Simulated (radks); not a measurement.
Ba+, configuration [Xe] 6s1. Calculated with a radial shooting solver on a logarithmic mesh with Libxc functionals: Dirac Kohn-Sham, BP86, spin-unpolarised, spherical densities, finite nucleus; Fermi nuclear charge, rms radius 4.8378 fm.

Spin-orbit splittings of the eigenvalues, e(l+1/2) - e(l-1/2), with zeta = 2 splitting/(2l+1) and mean radii in bohr:

| shell | occ. | splitting (eV) | zeta (eV) | <r> j=l-1/2 | <r> j=l+1/2 |
|---|---|---|---|---|---|
| 2p | 6 | 381.9 | 254.6 | 0.09192 | 0.09792 |
| 3p | 6 | 73.81 | 49.20 | 0.2815 | 0.2934 |
| 3d | 10 | 15.73 | 6.292 | 0.2644 | 0.2681 |
| 4p | 6 | ? | ? | 0.6969 | 0.7241 |
| 4d | 10 | 2.615 | 1.046 | 0.7948 | 0.8047 |
| 5p | 6 | 2.094 | 1.396 | 1.856 | 1.939 |

Estimate the 4p splitting.

Answer. 15.39 eV (zeta = 10.26 eV).
